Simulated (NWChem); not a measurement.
System meant: CoH$_{2}$SO, quartet; SMILES [SH][Co][OH]

Here is an NWChem input.

```
start job
memory heap 200 mb stack 900 mb global 1100 mb
geometry units angstroms noautoz
  Co    -0.054149    -0.427168    -0.023963
  O     -0.069852    -2.153866    -0.187554
  H     -0.258100    -2.847015     0.448909
  S     -0.050575     1.772786     0.168866
  H     -1.324967     1.874840    -0.276140
end
basis spherical
  * library def2-svp
end
dft
  odft
  mult 5
  xc pbe0
  iterations 150
  mulliken
end
task dft energy
```

End of the output:

```
 Summary of "ao basis" -> "" (spherical)
 ------------------------------------------------------------------------------
       Tag                 Description            Shells   Functions and Types
 ---------------- ------------------------------  ------  ---------------------
 *                          def2-svp                  on all atoms

                                 NWChem DFT Module
                                 -----------------

 Summary of "ao basis" -> "ao basis" (spherical)
 ------------------------------------------------------------------------------
       Tag                 Description            Shells   Functions and Types
 ---------------- ------------------------------  ------  ---------------------
 Co                         def2-svp                11       31   5s3p2d1f
 O                          def2-svp                 6       14   3s2p1d
 H                          def2-svp                 3        5   2s1p
 S                          def2-svp                 8       18   4s3p1d

 Summary of "ao basis" -> "ao basis" (spherical)
 ------------------------------------------------------------------------------
       Tag                 Description            Shells   Functions and Types
 ---------------- ------------------------------  ------  ---------------------
 Co                         def2-svp                11       31   5s3p2d1f
 O                          def2-svp                 6       14   3s2p1d
 H                          def2-svp                 3        5   2s1p
 S                          def2-svp                 8       18   4s3p1d

  number of electrons :                   53
  multiplicity        :                    5
 ------------------------------------------------------------------------
  no. of electrons and multiplicity not compatible                  53
 ------------------------------------------------------------------------
 ------------------------------------------------------------------------
  current input line :
    20: task dft energy
 ------------------------------------------------------------------------
 ------------------------------------------------------------------------
 There is an error in the input file
 ------------------------------------------------------------------------
 For more information see the NWChem manual at https://nwchemgit.github.io

0: no. of electrons and multiplicity not compatible:Received an Error in Communication
```

Task: What is wrong, and how is it mended?

Result: The program refused the input. Cause: the multiplicity doesn't fit the number of electrons (an even count wants an odd multiplicity, and the reverse). This input runs:
```
start job
memory heap 200 mb stack 900 mb global 1100 mb
geometry units angstroms noautoz
  Co    -0.054149    -0.427168    -0.023963
  O     -0.069852    -2.153866    -0.187554
  H     -0.258100    -2.847015     0.448909
  S     -0.050575     1.772786     0.168866
  H     -1.324967     1.874840    -0.276140
end
basis spherical
  * library def2-svp
end
dft
  odft
  mult 4
  xc pbe0
  iterations 150
  mulliken
end
task dft energy
```
It converges to -1856.57740 Ha (PBE0/def2-SVP, spin-unrestricted).
